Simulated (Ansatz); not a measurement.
C2H9BN2 can be A, `CNB(C)N`, or B, `BNCCN`.

Calculated with Ansatz (gas phase, PBE0-D4/def2-TZVP geometries, no zero-point term in ΔE). CBS: MP2 limit from def2 TZ/QZ plus the TZ coupled-cluster correction, frozen cores. Functionals use def2-TZVPP. B3LYP here is the variant with VWN-RPA as its local correlation; programs differ in this. One conformer a species, not always the lowest.

**Question.** Which isomer does CCSD(T)/CBS put lower? Give the gap. (Best estimate.)

**Answer.** Computed: A, by 43.5 kcal/mol.

**Question.** Give E(B) − E(A) in kcal/mol with B3LYP, CCSD(T)/def2-TZVPP, MP2/def2-TZVPP, PBE0-D4, B3LYP-D4, HF/def2-TZVPP, PBE-D4. (Estimate.)

**Answer.** Ansatz gave: B3LYP 44.0, CCSD(T)/def2-TZVPP 42.8, MP2/def2-TZVPP 44.0, PBE0-D4 44.1, B3LYP-D4 44.1, HF/def2-TZVPP 43.5, PBE-D4 43.4. None reverses the order clearly.

Largest T1 diagnostic: 0.011.

From PBE to PBE0 (25 % exact exchange), in def2-TZVPP and without D4, E(B) − E(A) moves by +0.7 kcal/mol.
